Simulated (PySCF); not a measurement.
Question: Give a GFN2-xTB geometry of `C=C=C(CF)[C@@H](F)C#N`.

Answer: 
```
atom  x, y, z in Å
C1     2.137   -0.881    0.620
C2     1.060   -0.286    0.236
C3    -0.032    0.309   -0.154
C4    -0.077    1.752   -0.578
F5    -0.866    2.475    0.291
C6    -1.359   -0.421   -0.230
F7    -1.644   -0.739   -1.550
C8    -1.337   -1.632    0.573
N9    -1.307   -2.579    1.210
H10    2.787   -1.384   -0.078
H11    2.429   -0.904    1.657
H12   -0.533    1.854   -1.570
H13    0.919    2.202   -0.562
H14   -2.177    0.233    0.112
```

Any rigid rotation of these coordinates is as good. Atoms count from 1 in this order. The 5 C–C bonds span 1.290 Å (C1=C2, drawn double) to 1.517 Å (C3–C6, drawn single), a spread of 0.227 Å. Of the pairs four or more bonds apart, F5···H14 is among the closest relative to their van der Waals radii: 2.60 Å, 97 % of the sum of Bondi's values.

Bonds between heavy atoms (Å): C1=C2 1.290, C2=C3 1.303, C3–C4 1.505, C4–F5 1.378, C3–C6 1.517, C6–F7 1.388, C6–C8 1.452, C8≡N9 1.141.

The geometry is computed with GFN2-xTB (gas phase).

Point group: C1 (no symmetry element, even within 0.4 Å). Not checked by GFN2-xTB frequencies. The numbers are those of one conformer (C2–C3–C4–F5 -116°, C2–C3–C6–F7 -103°).
